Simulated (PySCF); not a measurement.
A run for PySCF: U-HF/6-31G* on N-methylmethanimine (SMILES C=NC), a point of a bond scan (R = 1.092 Å).

```python
from pyscf import gto, scf, dft, mp
from pyscf.data.elements import chemcore

mol = gto.M(
    atom='''
    C     1.09069108   -0.37559261   -0.00393688
    N    -0.03957995    0.49981348    0.22469474
    C    -1.18031655    0.10627319   -0.13438406
    H     1.82199359    0.14518416   -0.62575182
    H     1.57679907   -0.58337547    0.95167335
    H     0.82081943   -1.32611686   -0.48490084
    H    -1.36081453   -0.86665491   -0.61180338
    H    -2.04398507    0.74818524    0.02784514
    ''',
    basis='6-31g*',
    cart=True,
    charge=0, spin=0, verbose=3, max_memory=1800)
mf = scf.UHF(mol)
mf.conv_tol = 1e-8
mf.max_cycle = 100
mf.init_guess_breaksym = True
mf.kernel()
if not mf.converged:
    mf = mf.newton().run(mf.mo_coeff, mf.mo_occ)
for _ in range(4):
    mo, _, stable, _ = mf.stability(return_status=True)
    if stable:
        break
    mf.kernel(mf.make_rdm1(mo, mf.mo_occ))
```

Give the final energy of this run.

-133.0609 hartree.
